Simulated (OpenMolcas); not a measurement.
# What dynamic correlation does to the levels of Ru2+

| Property | Result |
| --- | --- |
| Program | OpenMolcas |
| Basis | ANO-RCC-VTZP [7s6p4d2f1g] |
| Scalar Hamiltonian | DKH2, point nucleus |
| Active space | 6 electrons in 5 orbitals (4d) |
| State averaging | 2S+1 = 5 even, 5 roots; 2S+1 = 3 even, 45 roots; 2S+1 = 1 even, 50 roots |
| Spin-orbit coupling | RASSI with atomic mean-field integrals over the reference wave functions, term energies averaged over their components |

Methods on the same reference wave functions:
A. CASSCF
B. SS-CASPT2, IPEA 0.25 Eh, imaginary shift 0.1 Eh (closed shells correlated: 4s 4p)
C. MS-CASPT2, IPEA 0.25 Eh, imaginary shift 0.1 Eh (closed shells correlated: 4s 4p)
D. XMS-CASPT2, IPEA 0.25 Eh, imaginary shift 0.1 Eh (closed shells correlated: 4s 4p)

Energies in eV above 4d⁶ ⁵D₄, the measured ground level; measured values from Moore, Atomic Energy Levels, vol. III, NSRDS-NBS 35 (1971 reprint of NBS Circular 467, 1958).

```
            Level       A       B       C       D  Measured
          4d⁶ ⁵D₄  0.0000  0.0000  0.0000  0.0000    0.0000
          4d⁶ ⁵D₃  0.1417  0.1434  0.1433  0.1434    0.1437
          4d⁶ ⁵D₂  0.2301  0.2286  0.2287  0.2286    0.2264
          4d⁶ ⁵D₁  0.2866   0.284   0.284   0.284    0.2810
          4d⁶ ⁵D₀  0.3138   0.311   0.311   0.311    0.3070
          4d⁶ ³H₆  2.2100   2.001   2.001   1.990          
          4d⁶ ³H₅  2.2604   2.032   2.031   2.022          
       4d⁶ ³P₂(1)  2.3594   1.952   1.951   1.927          
4d⁶ ³F₄(1) [52 %]  2.5157   2.207   2.208   2.191          
       4d⁶ ³F₃(1)  2.5719   2.214   2.214   2.191          
       4d⁶ ³F₂(1)  2.6392   2.279   2.276   2.247          
       4d⁶ ³P₁(1)  2.7672   2.361   2.357   2.334          
          4d⁶ ³G₅  2.8012   2.444   2.444   2.431          
       4d⁶ ³P₀(1)  2.8717   2.450   2.447   2.410          
          4d⁶ ³G₄  2.9398   2.569   2.568   2.549          
          4d⁶ ³G₃  2.9779   2.601   2.600   2.583          
          4d⁶ ¹I₆  3.3855   3.074   3.074   2.971          
          4d⁶ ³D₂  3.5411   2.919   2.920   2.888          
          4d⁶ ³D₁  3.5560   2.938   2.938   2.912          
          4d⁶ ³D₃  3.5845   2.961   2.960   2.933          
       4d⁶ ¹G₄(1)  3.6405   3.231   3.230   3.082          
       4d⁶ ¹S₀(1)  4.1889   3.567   3.560   3.425          
       4d⁶ ¹D₂(1)  4.3872   3.722   3.721   3.561          
          4d⁶ ¹F₃  4.9279   4.094   4.094   3.977
```

Deviations, from unrounded energies. A percentage is the sum of absolute deviations over the sum of measured energies, with the sign that they share, or ± where signs differ.

```json
{"Against measurement": "mean absolute deviation (cm-1)", "Levels": "4", "A": "36", "B": "19", "C": "21", "D": "19"}
{"Against measurement": "fine structure of the ground term (%)", "Levels": "4", "A": "±1.9", "B": "±1.0", "C": "±1.1", "D": "±1.0"}
```

B, C, D lie about equally close to measurement and A furthest from it. The largest miss of B in the table is 4d⁶ ⁵D₀, by +31 cm-1. The ranking rests on the paired levels alone, and a cruder setting can come out closer through cancelling errors.

Among B to D the level of the table that moves most is 4d⁶ ¹D₂(1), by 1300 cm-1 (lowest in D, highest in B). Moves below CASPT2's spread within the term are not significant.

The two smallest mean deviations differ by little beside CASPT2's spread within terms, so their order carries little weight.

From A to B the spin-free energies of the other terms of 4d⁶ shown, above ⁵D, scale by factors of 0.82 to 0.90, as is usual when dynamic correlation screens the repulsion within a d or f shell.

The lowest spin-free term lies below A's lowest term by 0.418 hartree in B, 0.418 hartree in C, 0.425 hartree in D.

CASPT2 breaks the degeneracy within a term, and the mean is taken; among the terms shown or strongly mixed into the levels shown the widest spread is 1700 cm-1 (4d⁶ ¹I, D). Levels of configurations with an s electron are missing; early in the row they begin among the upper levels of the d shell and mix with terms of their name. The CASPT2 spread within a term exceeds the gap to the next term for 4d⁶ ³D and 4d⁶ ¹I, 4d⁶ ¹I and 4d⁶ ¹G(1), so the order of their levels is uncertain (figures for C; the like holds for D). Without dynamic correlation excited terms often stand tens of per cent too high (terms of higher spin than the ground term too low), and those without a measured partner can miss by more than the paired ones (holds for A). Measured partners are found by configuration, term and J. A level has none where our copy of the source lacks it or the pairing is in doubt (some pairs that miss far off the trend of their configuration count as doubtful), and it then counts in no deviation. Levels of configurations outside the active space are missing. Levels that lie high or do not pair safely by name in every column are left out.

A share in square brackets marks a mixed level and gives the weight of the term that names it, the lowest over the columns. A number in round brackets counts repeated terms of one configuration in the order of the reference energies.
